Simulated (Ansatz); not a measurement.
Z-matrix (Å, degrees):
```
In
Cl 1 2.558
Cl 1 2.558 2 87.3
H 1 1.699 2 104.2 3 104.0
H 1 1.699 2 104.2 3 -104.0
In 2 2.558 1 92.7 3 0.0
H 6 1.699 2 104.2 1 -104.1
H 6 1.699 2 104.2 1 104.0
```

The species carries charge 0 and has multiplicity 1. In takes the def2 core potential.

Question: List the r2SCAN/def2-TZVPP orbital energies in eV (the Gaussian-basis code of Ansatz). (Best estimate.)

Answer: The calculation gave: Occupied: -2753.33, -2753.33, -254.71, -254.71, -193.19, -193.19, -193.17, -193.17, -193.10, -193.10, -126.00, -126.00, -82.62, -82.62, -82.55, -82.55, -82.37, -82.37, -21.36, -21.35, -19.95, -19.92, -19.90, -19.78, -19.77, -19.75, -19.73, -19.69, -19.69, -19.35, -11.74, -11.38, -9.32, -9.04, -8.88, -8.40, -8.21, -8.14, -8.03, -7.40. Lowest empty: -1.60, -0.95, -0.93, -0.39, -0.34, -0.05, 2.10, 2.18.
